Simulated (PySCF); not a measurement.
Problem. Write Cartesian coordinates for `C=C[Si](C=C)(C=C)N(CC)CC` (Si(vinyl)3(NEt2)) as optimised with PBE0-D3(BJ)/def2-SVP.

Solution. 
```xyz
31
C10H19NSi angstrom
Si     0.4973    0.6291    0.5083
C      0.8683    0.1032    2.2667
C      2.0954    0.0910    2.8004
H      0.0244   -0.1597    2.9195
H      2.9819    0.3606    2.2150
H      2.2760   -0.1823    3.8465
C      2.0960    0.9948   -0.3998
C      2.3179    2.1039   -1.1159
H      2.8861    0.2308   -0.3830
H      1.5688    2.9014   -1.1863
H      3.2492    2.2704   -1.6697
C     -0.5355    2.1977    0.5470
C     -1.8446    2.2126    0.2688
H     -0.0614    3.1419    0.8489
H     -2.3690    1.2977   -0.0319
H     -2.4502    3.1244    0.3286
N     -0.3739   -0.6552   -0.2794
C     -0.6834   -0.5435   -1.6923
C      0.2291   -1.3646   -2.5934
C     -0.8334   -1.8559    0.3867
C     -2.2815   -1.7865    0.8554
H     -0.6180    0.5182   -1.9862
H     -1.7386   -0.8272   -1.8720
H      1.2728   -1.0323   -2.4875
H      0.1887   -2.4359   -2.3415
H     -0.0620   -1.2612   -3.6507
H     -0.7058   -2.7229   -0.2875
H     -0.1796   -2.0632    1.2496
H     -2.4131   -0.9842    1.5984
H     -2.9640   -1.5775    0.0163
H     -2.5995   -2.7362    1.3145
```

Any rigid rotation of these coordinates is as good. Atoms count from 1 in this order. N17 (nitrogen bonded to 2 C and Si) is planar (angles 124.2°, 119.4° and 116.4°, sum 360.0°, 0.00 Å off the plane of its three neighbours). Si1 (silicon bonded to 3 C and N) is tetrahedral (angles from 108.4° to 110.6°). Of the pairs four or more bonds apart, C2···H28 is among the closest relative to their van der Waals radii: 2.61 Å, 90 % of the sum of Bondi's values. The C–C distances run from 1.338 Å (C2–C3) to 1.524 Å (C20–C21), a spread of 0.186 Å.

Bonds between heavy atoms (Å): Si1–C2 1.872, Si1–C7 1.875, Si1–C12 1.878, Si1–N17 1.740, C2–C3 1.338, C7–C8 1.339, C12–C13 1.338, N17–C18 1.451, N17–C20 1.448, C18–C19 1.523, C20–C21 1.524.

Theory: PySCF, PBE0-D3(BJ)/def2-SVP geometry optimisation, gas phase.

Point group: C1 (no symmetry element, even within 0.4 Å). PBE0-D3(BJ)/def2-SVP frequencies: not computed here. The numbers are those of one conformer (C7–Si1–C2–C3 4°, C2–Si1–C7–C8 -131°, C2–Si1–C12–C13 -106°, C2–Si1–N17–C18 -175°, Si1–C2–C3–H -2° and 177°).
